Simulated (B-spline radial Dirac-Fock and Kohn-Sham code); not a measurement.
Z = 80 (mercury), transition energy 2090 keV. Level of theory: a Dirac-Hartree-Slater potential of the neutral atom with a Latter tail (no hole, which puts coefficients of high multipoles low close above an edge), finite nucleus with surface currents; a radial finite-basis atomic code. Subshells that would emit electrons below 1 keV are left out, and so is internal pair formation.

Q: A pure transition shows α(K) = 0.00395, L1/L2 = 4.00 and L1/L3 = 37.4. What is its multipolarity?
A. E1
B. M1
C. M4
D. E2
E. E4
F. M3
G. M2
H. E3

A: E. For comparison, α(K), L1/L2, L1/L3 are E1 0.000553, 22.7, 28.5; E2 0.00127, 10.3, 37.6; E3 0.00238, 5.85, 40.3; M1 0.00198, 14.4, 114; M2 0.00464, 11.5, 138; M3 0.00765, 8.95, 85.4; M4 0.0116, 7.20, 43.5.

Values without a named source are computed, but for edge energies of neutral atoms, which are taken from tables.
